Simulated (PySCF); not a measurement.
## Nb₃N, singlet: molecular constants

These are results of PySCF, B3LYP, basis N def2-SVP, Nb def2-SVP with ECP28 (scalar-relativistic core potentials, no spin–orbit coupling, density fitting), not measurements.

The structure is a saddle point with 1 imaginary mode.

```xyz
4
charge 0 multiplicity 1, angstrom
N     0.0000    0.0000   -1.0522
Nb    0.0000    0.0000    1.0742
Nb    1.7905    0.0000   -0.4582
Nb   -1.7905    0.0000   -0.4582
```

```
Point group                                                                   : C2v
Bond lengths                                                                  : Nb–Nb 2.357 Å (×2), N–Nb 1.886 Å (×2), N–Nb 2.126 Å
Bond angles                                                                   : Nb–Nb–Nb 98.9°, Nb–N–Nb 71.6° (×2), Nb–N–Nb 143.3°, N–Nb–Nb 49.4° (×2), N–Nb–Nb 58.9° (×2)
Dipole moment                                                                 : 1.80 D
Zero-point energy (real modes)                                                : 11.9 kJ/mol
Lowest empty level                                                            : -2.60 eV
Principal polarisabilities                                                    : 188.1, 188.2, 359.3 bohr³
Rotational constants                                                          : 0.1042, 0.0283, 0.02226 cm⁻¹
Atomisation energy without zero-point energy                                  : 1273 kJ/mol
Highest occupied level                                                        : -4.20 eV
Principal quadrupole moments (Buckingham, traceless) about the centre of mass : -11.18, 0.70, 10.47 D Å
```

Harmonic modes (masses in u: N 14.003, Nb 92.906):
```
symmetry  ω (cm⁻¹)  IR (km/mol)  μ (u)
      b1       64i            –  15.95
      b2        44          0.2  66.72
      a1       258          3.8  92.42
      a1       317          1.6  62.14
      a1       635          6.0  15.84
      b2       741          0.9  15.86
```

In C2v the vibrations span b1 + 2b2 + 3a1. Here b1 is antisymmetric to the molecular plane and b2 lies in it.

Charges (e):
| atom | Mulliken | Löwdin | polar tensor | Mayer order to N1 |
| --- | --- | --- | --- | --- |
| N1 | -0.49 | 0.00 | -0.22 | – |
| Nb2 | 0.02 | -0.19 | -0.10 | 0.48 |
| Nb3,4 | 0.23 | 0.09 | 0.16 | 1.38 |
Other Mayer orders above 0.3: Nb–Nb 0.65, Nb–Nb 2.66 (×2).

Mulliken populations on N1: s 3.72, p 3.75, d 0.02.

Stability towards spin polarisation was not tested. Only a few start shapes were tried, so a lower isomer may exist. At this level a singlet minimum of Cs symmetry lies 90 kJ/mol below this structure.

The final relaxation and frequency run took 2.4 min on 2 threads of a shared Arm Neoverse N1 host, with 107 basis functions and 14 gradients; the process peaked at 1.2 GiB.
